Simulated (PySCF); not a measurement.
A calculated (M06-2X, PySCF 2.14, cc-pVDZ-DK, scalar relativity by spin-free X2C-1e) atom or ion has these occupied shells.

```json
{"shell": "1s α", "electrons": "1", "orbital energy (eV)": "-2141.9", "rms radius, mean of both spins (bohr)": "0.120"}
{"shell": "1s β", "electrons": "1", "orbital energy (eV)": "-2141.5", "rms radius, mean of both spins (bohr)": "0.120"}
{"shell": "2s α", "electrons": "1", "orbital energy (eV)": "-199.38", "rms radius, mean of both spins (bohr)": "0.563"}
{"shell": "2s β", "electrons": "1", "orbital energy (eV)": "-199.19", "rms radius, mean of both spins (bohr)": "0.563"}
{"shell": "2p α", "electrons": "3", "orbital energy (eV)": "-147.13", "rms radius, mean of both spins (bohr)": "0.541"}
{"shell": "2p β", "electrons": "3", "orbital energy (eV)": "-146.60", "rms radius, mean of both spins (bohr)": "0.541"}
{"shell": "3s α", "electrons": "1", "orbital energy (eV)": "-27.334", "rms radius, mean of both spins (bohr)": "1.98"}
{"shell": "3s β", "electrons": "1", "orbital energy (eV)": "-24.595", "rms radius, mean of both spins (bohr)": "1.98"}
{"shell": "3p α", "electrons": "2", "orbital energy (eV)": "-17.156", "rms radius, mean of both spins (bohr)": "2.30"}
```

(1) Name the element and its charge.

## Answers

(1) P⁺ (phosphorus, charge +1), in [Ne] 3s2 3p2, high-spin 3P determinant.
